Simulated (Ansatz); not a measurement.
Start from `C[CH]([SiH3])[AlH][NH2]` and change one atom or group to get `CC([SiH3])[SiH2]F`.

Ansatz, PBE0-D4/def2-TZVP geometries, multiplicity 1. Each molecule was computed in one conformer, which needn't be the lowest.

```json
{"property": "size of the dipole moment (PBE/def2-TZVPP) / D", "`C[CH]([SiH3])[AlH][NH2]`": "1.84"}
{"property": "LUMO energy (B3LYP/def2-TZVPP) / eV", "`C[CH]([SiH3])[AlH][NH2]`": "-0.66"}
{"property": "HOMO–LUMO gap (ωB97M-V/def2-TZVPP) / eV", "`C[CH]([SiH3])[AlH][NH2]`": "10.77"}
{"property": "size of the dipole moment (B3LYP/def2-TZVPP) / D", "`C[CH]([SiH3])[AlH][NH2]`": "1.74"}
{"property": "LUMO energy (ωB97M-V/def2-TZVPP) / eV", "`C[CH]([SiH3])[AlH][NH2]`": "1.11"}
{"property": "HOMO energy (B3LYP/def2-TZVPP) / eV", "`C[CH]([SiH3])[AlH][NH2]`": "-7.25"}
```

Question: What does the change do to each property? (Estimate.)

Answer: The calculation gave: 
```
                                        property  `CC([SiH3])[SiH2]F`  shift
  size of the dipole moment (PBE/def2-TZVPP) / D                 1.16  -0.68
             LUMO energy (B3LYP/def2-TZVPP) / eV                -0.23   0.43
         HOMO–LUMO gap (ωB97M-V/def2-TZVPP) / eV                12.38   1.61
size of the dipole moment (B3LYP/def2-TZVPP) / D                 1.20  -0.54
           LUMO energy (ωB97M-V/def2-TZVPP) / eV                 1.69   0.58
             HOMO energy (B3LYP/def2-TZVPP) / eV                -8.29  -1.04
```

With PBE0 the HOMO falls by 1.03 eV and the LUMO rises by 0.44 eV, so the gap widens by about 1.47 eV. PBE moves the HOMO by -1.05 eV and ωB97M-V by -1.04 eV. Dipoles are sizes alone; their direction can turn.

B3LYP here is the variant with VWN-RPA as its local correlation; programs differ in this.
